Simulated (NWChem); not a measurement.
Species: C$_{2}$H$_{5}$FOSi; SMILES O=C[SiH2]CF

```xyz
10

O     -0.5031    -2.4659    -0.2422
C     -0.5974    -1.3471     0.1962
Si     0.8561    -0.0726     0.1690
C      0.1697     1.5604    -0.5304
F     -0.9176     1.9309     0.2397
H     -1.5695    -0.9970     0.6469
H      1.2991     0.1585     1.5769
H      1.9786    -0.5864    -0.6664
H     -0.1546     1.4453    -1.5801
H      0.9231     2.3676    -0.5079
```
Atoms are numbered in this order, from 1.

Results from NWChem. Geometry: optimised at PBE0/def2-SVP. Level: PBE0/def2-SVP with SMD (1 M gas to 1 M solution), gas-phase geometry. Reactions with the solvent are ignored.

For solvent chloroform:

| Item | Value |
|---|---|
| solvation free energy (kcal/mol) | -3.3 |
| cavity-dispersion-structure term (kcal/mol) | 0.9 |
| dipole in solution (D) | 2.66 |

Question: Estimate the same quantities for solvent water.

Answer: 
| Property | Value |
|---|---|
| solvation free energy (kcal/mol) | -1.2 |
| cavity-dispersion-structure term (kcal/mol) | 5.5 |
| dipole in solution (D) | 3.00 |
